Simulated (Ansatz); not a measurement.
`C=NB(F)Cl` + HCl → `FB(Cl)Cl` + `C=N` at 700 K and 1 bar (ligand exchange at a B–N bond).

Isolated molecules relaxed with PBE0-D4/def2-TZVP in Ansatz; ΔE leaves out vibrations. CBS: MP2 limit from def2 TZ/QZ plus the TZ coupled-cluster correction, frozen cores. This one scheme is used for every species. Each species was taken in one conformer, which may not be the lowest.

| species | CCSD(T)/CBS energy (Eh) | H − E (kJ/mol) | S (J/(mol·K)) |
| --- | --- | --- | --- |
| `C=NB(F)Cl` | -678.42235 | 159.7 | 400.9 |
| HCl | -460.38127 | 38.4 | 211.8 |
| `FB(Cl)Cl` | -1044.28221 | 65.1 | 344.7 |
| `C=N` | -94.52360 | 135.6 | 268.6 |

H − E and S are ideal-gas, rigid-rotor, harmonic terms from PBE0-D4/def2-TZVP, for one conformer and one mirror image of each species. 1 Eh = 2625.50 kJ/mol, R = 8.31446 J/(mol·K).

Question: By hand: ΔE, ΔH, ΔS and ΔG.

Answer: ΔE = (-1044.28221) + (-94.52360) − (-678.42235) − (-460.38127) = -0.00219 Eh = -5.7 kJ/mol. Δ(H − E) = 65.1 + 135.6 − 159.7 − 38.4 = 2.6, so ΔH = -3.1 kJ/mol. ΔS = 344.7 + 268.6 − 400.9 − 211.8 = 0.6 J/(mol·K). ΔG = -3.1 − 700 × (0.6)/1000 = -3.5 kJ/mol.

Question: By hand: the equilibrium constant, and the temperature at which ΔG would vanish if ΔH and ΔS stayed fixed.

Answer: log₁₀ K = −ΔG/(RT ln 10) = 0.3. ΔH and −TΔS have one sign here, so there is no such temperature. One of them is within its doubt of zero, so this could turn.

The number of gas molecules stays the same, so ΔS is small and ΔH decides. The sign of ΔG lies within the doubt. A doubt of 5 kJ/mol in ΔE shifts log₁₀ K by 0.4 here. Other conformers and mirror images would add mixing entropy, several J/(mol·K) or more a flexible species. These are equilibria of isolated gas molecules and say nothing of rates. Largest T1 diagnostic: 0.013 (customary marks: 0.02 for closed shells, 0.045 for open ones).
